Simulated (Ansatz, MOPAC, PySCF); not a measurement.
Species: SiCl$_{2}$ (charge 0, singlet). SMILES: Cl[Si]Cl
Geometry from a B3LYP-D3(BJ)/def2-TZVP (Ansatz, a program for electronic structure) optimisation:
```xyz
3

Si    -0.0165     0.0173     0.9364
Cl     1.0611     1.2272    -0.3899
Cl    -1.0475    -1.2415    -0.3813
```
Charge 0, spin multiplicity 1.

Wanted: vertical ionisation energy to the doublet, in eV. Terms: no spin-orbit coupling; dispersion terms only where a functional's name holds one; non-relativistic; PM7 with its own dispersion and hydrogen-bond terms; UHF or UKS for open shells; 6-31G* and kin with 6d, 5d where marked; each state is the SCF solution reached for its charge and spin. Ab initio and DFT rows: single points at B3LYP-D3(BJ) geometries (Ansatz). Semi-empirical rows: differences of heats of formation at the shared geometry for vertical values.

```json
[
 {"species": "charge 1, doublet", "coefficient": "+1", "E at M06-2X/6-31G* (5d) (PySCF), Eh": "-1209.45975", "E at wB97M-V/def2-TZVPD (Ansatz), Eh": "-1209.57044", "heat of formation at PM7 (MOPAC), kcal/mol": "220.00"},
 {"species": "charge 0, singlet", "coefficient": "-1", "E at M06-2X/6-31G* (5d) (PySCF), Eh": "-1209.83683", "E at wB97M-V/def2-TZVPD (Ansatz), Eh": "-1209.94259", "heat of formation at PM7 (MOPAC), kcal/mol": "-3.68"}
]
```

 1 Eh = 27.2114 eV and 1 eV = 23.0605 kcal/mol.

**Question.** Compute it at each level from the table.

**Answer.** 
- M06-2X/6-31G* (5d): the sum of coefficient times E is 0.37708 Eh, or 10.261 eV. Result: 10.26 eV.
- wB97M-V/def2-TZVPD: the sum of coefficient times E is 0.37215 Eh, or 10.127 eV. Result: 10.13 eV.
- PM7: the sum of coefficient times heat of formation is 223.68 kcal/mol, or 9.70 eV.
